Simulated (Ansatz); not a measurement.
Mulliken charges of `[OH][GaH][SiH2][SeH]` from r2SCAN/def2-TZVPP in Ansatz (PBE0-D4/def2-TZVP geometry).

```
atom   x (Å)   y (Å)   z (Å)  charge (e)
  O1   1.060   0.868  -2.165      -0.428
 Ga2  -0.072   0.872  -0.777       0.385
 Si3  -0.274  -1.213   0.388       0.162
 Se4   0.366  -0.794   2.555      -0.197
  H5   1.176   1.727  -2.577       0.191
  H6  -0.744   2.244  -0.404      -0.070
  H7   0.693  -2.241  -0.071      -0.050
  H8  -1.643  -1.798   0.343      -0.064
  H9  -0.562   0.335   2.708       0.069
```

By hand: the dipole of these point charges (1 e Å = 4.8032 D).

Σ q r = (-0.289, 0.347, -0.108) e Å, of length 0.464 e Å = 2.23 D.

How does the dipole of the full density compare? (An estimate is asked.)

Computed: (-0.225, 0.267, -0.083) e Å, 1.72 D; the point charges give 1.30 times that, at 0° from its direction.

Point charges leave out the atoms' own dipoles, such as those of lone pairs, and Mulliken's split depends on the basis, so the two needn't agree.
